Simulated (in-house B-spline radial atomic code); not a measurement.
Results of a calculation; reference values are marked as such.
Softness against transferability: the 4d channel of Tc

Tc, [Kr] 4d5 5s2, non-relativistic PBE, spherical and spin-unpolarised, from a B-spline radial code for spherical atoms (atomic units). The all-electron 4d level is ε = -0.264768 hartree, its outermost node lies just inside 0.51 bohr and its outer maximum at 1.26 bohr.

Troullier-Martins pseudo-orbitals are made for several radii. The cutoffs (hartree) are the plane-wave energies beyond which the orbital holds less than the named kinetic energy per electron. The phase error is the difference, pseudo minus all-electron, of arctan(R P'/P) at R = 2.06 bohr for all radii, half a hartree below and above the level.

| r_c (bohr) | V_l(0) (hartree) | cutoff for 10 mEh | for 1 mEh | for 0.1 mEh | phase error at ε − 0.5 (mrad) | at ε + 0.5 (mrad) |
| --- | --- | --- | --- | --- | --- | --- |
| 0.94 | -41.68 | 72.5 | 90.9 | 110 | -1.0 | -1.2 |
| 1.09 | -17.11 | 28.3 | 52.8 | 80.9 | -0.6 | -0.7 |
| 1.26 | -10.71 | 19 | 27.4 | 36.6 | -0.4 | -0.4 |
| 1.42 | -9.58 | 18 | 24.2 | 29.8 | -0.3 | -0.3 |
| 1.58 | -9.19 | 17.8 | 23.4 | 28.3 | -0.2 | -0.1 |
| 1.76 | -8.79 | 17.1 | 22 | 26.5 | +0.3 | +0.3 |

**Question.** Which radius needs the lowest cutoff for 0.1 mEh while both phase errors stay within 0.5 mrad?

**Answer.** The radii within that limit are 1.26, 1.42, 1.58, 1.76 bohr; of these r_c = 1.76 needs the least, 26.5 hartree, that is 53 Ry or 721 eV.

**Question.** What does the larger radius buy, and what does it cost?

**Answer.** From r_c = 0.94 to 1.76 bohr the cutoff for 1 mEh goes from 90.9 to 22 hartree, a factor of 4.13, against 3.51 for a pure 1/r_c² scaling, end to end; step by step it is 90.9, 52.8, 27.4, 24.2, 23.4, 22, and for 0.1 mEh 110, 80.9, 36.6, 29.8, 28.3, 26.5; the number of plane waves goes as the cutoff to the power 3/2, here a factor of 8.4. The larger of the two phase errors is least at r_c = 1.58 bohr, 0.2 mrad; it is 1.2 at the smallest radius and 0.3 at the largest. These errors test the reference atom alone. The smallest radius lies well inside the outer maximum, where the nodeless form must bend sharply to keep the norm, so it is both harder and scatters less well than the next. Large radii also let the cores of neighbours overlap, which an atom doesn't show.
